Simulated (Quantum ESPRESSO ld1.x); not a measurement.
Problem. Tl2+, configuration [Kr] 4d10 4f14 5s2 5p5.5 5d10 6s1 6p0.5 (fractional occupations, a model configuration). Calculated with ld1.x of Quantum ESPRESSO 7.5: scalar-relativistic Kohn-Sham, LDA (Slater exchange, VWN5 correlation), spin-polarised, spherical densities, point nucleus; open shells are filled with parallel spins first. Some entries of the table are withheld. Estimate them.

orbital  occ.  eigenvalue (eV)  <1/r> (bohr^-1)  r(max) (bohr)
1s up       1         -85594.0            99.46          0.010
1s down     1         -85593.9            99.46          0.010
2s up       1         -15259.6            23.34          0.058
2s down     1         -15259.6            23.34          0.058
2p up       3         -13130.9            20.59          0.049
2p down     3         -13130.8            20.59          0.049
3s up       1         -3659.12            8.648          0.164
3s down     1         -3659.04            8.648          0.164
3p up       3         -3046.63            7.846          0.164
3p down     3         -3046.55            7.846          0.164
3d up       5         -2411.57            7.373          0.133
3d down     5         -2411.49            7.373          0.133
4s up       1         -833.427            3.721          0.370
4s down     1         -833.299            3.721          0.370
4p up       3         -632.635            3.348          0.388
4p down     3         -632.494            3.349          0.388
4d up       5         -397.400            3.008          0.394
4d down     5         -397.238            3.008          0.394
5s up       1         -153.401            1.559          0.804
5s down     1         -152.867            1.560          0.804
4f up       7         -136.881            2.606          0.358
4f down     7         -136.685            2.607          0.358
5p up       3         -98.0867            1.332          0.899
5p down   2.5         -97.5226            1.332          0.899
5d up       5         -36.5286              (1)           1.11
5d down     5         -35.8163              (2)           1.11
6s up       1         -27.7234           0.5732           1.97
6s down     0         -26.5436           0.5751           1.95
6p up     0.5         -17.8129           0.4495           2.44
6p down     0         -16.6591           0.4439           2.46

Solution. 
(1) 5d up <1/r> (bohr^-1): 0.9773
(2) 5d down <1/r> (bohr^-1): 0.9819
